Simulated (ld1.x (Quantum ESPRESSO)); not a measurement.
Logarithmic derivatives: N (Z = 7), TM

```
Element                 : nitrogen
Generator               : ld1.x (Quantum ESPRESSO) 7.5
Type                    : norm-conserving Troullier–Martins (Kleinman–Bylander form)
Functional              : PW91
Relativity              : non-relativistic
Frozen core             : [He]
Valence charge          : 5
Reference configuration : 2s1.5 2p3.5
Partial waves           : 2s (bound): rc 1.00 bohr; 2p (bound): rc 1.95 bohr; 3d channel at 0.15 Ry: rc 1.60 bohr
Local potential         : all-electron potential smoothed inside 0.80 bohr (lloc = -1)
Core correction         : none
```

The phase is arctan(r·u′/u) with u = r·R(r), unwrapped; energies in Ry, scanned from -3 to 5 Ry. A pole is an energy at which the radial function vanishes at the test radius. The pseudo phase is shifted by a multiple of π to meet the all-electron one at the reference energy, and phase errors are pseudo minus all-electron; the curves can meet again beyond the range given. Levels narrower than the energy grid can be missing from the lists of poles.

For each channel, where are the poles, and over which energies does the pseudopotential scatter like the atom?

```tsv
channel	radius (bohr)	reference energy (Ry)	poles, all-electron	poles, pseudo	unbroken range about the reference energy with phases within 0.05 rad	phase error 1 Ry above the reference energy (rad)
s	2.14	-1.38	-0.84	-0.85	below 2.5	-0.001
p	2.14	-0.54	0.04	0.05	below 1.9	+0.006
d	2.14	0.15	4.70	4.71	the whole range	+0.000
```

Phases in the s channel:

```tsv
E (Ry)	all-electron	pseudo
-3.00	1.210	1.209
-2.52	1.114	1.114
-2.04	0.845	0.845
-1.56	-0.580	-0.581
-1.08	-1.455	-1.455
-0.60	-1.645	-1.646
-0.12	-1.741	-1.742
0.36	-1.817	-1.818
0.84	-1.898	-1.900
1.32	-2.004	-2.010
1.80	-2.174	-2.187
2.28	-2.497	-2.531
2.76	-3.126	-3.198
3.24	-3.814	-3.874
3.72	-4.188	-4.224
4.20	-4.375	-4.399
4.68	-4.482	-4.501
```
